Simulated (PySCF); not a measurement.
# Computed properties of F2OS, SMILES FS(F)=O

thionyl fluoride (F2OS), SMILES O=S(F)F. The structure is a stationary point at B3LYP-D3(BJ)/def2-TZVP. The values are those of a single conformer. All values are computed for the isolated molecule unless a solvent is named; none is compared with measurement here.

**Structure.** The optimised structure has Cs symmetry. All 6 harmonic modes at B3LYP-D3(BJ)/def2-TZVP (PySCF) are real, so it is a minimum. With heavy atoms numbered as in [O:1]=[S:2]([F:3])[F:4], the shortest bond between them is O1–S2 at 1.424 Å and the longest S2–F3 at 1.606 Å.

**Vibrations.** The strongest infrared lines (harmonic, unscaled, degenerate partners summed) lie at 717 cm⁻¹ (219 km/mol, F 56 %, S 44 %), 788 cm⁻¹ (187 km/mol, F 52 %, S 47 %), 1339 cm⁻¹ (162 km/mol, O 65 %, S 35 %). The softest mode is at 359 cm⁻¹ and the zero-point energy is 5.9 kcal/mol.

**Electronic structure.** HF/def2-TZVPD (PySCF) places the frontier levels at -13.67 and 1.42 eV, a gap of 15.09 eV, and gives a dipole moment of 2.06 D and a mean polarisability of 24.3 bohr³. PBE/def2-TZVPD (PySCF) at the same geometry gives -8.31 and -2.50 eV, so its gap is 9.28 eV narrower. An orbital gap is neither the optical nor the fundamental gap.

**Excitations.** TDDFT-M06-2X/def2-SVPD (PySCF) has S1 at 6.49 eV (191 nm, f = 0.032, weak); the most intense of the 10 singlets computed lies at 9.03 eV (f = 0.12). T1 (TDA) is at 5.52 eV. TDDFT-PBE/def2-SVPD (PySCF) puts S1 at 6.38 eV. No vertical singlet excitation falls in the visible range (under 3.1 eV).

**NMR.** GIAO shifts at PBE0/pcSseg-2 (PySCF) (non-relativistic, atoms alike by connectivity averaged): ¹⁹F at 75.8 ppm against CFCl3.
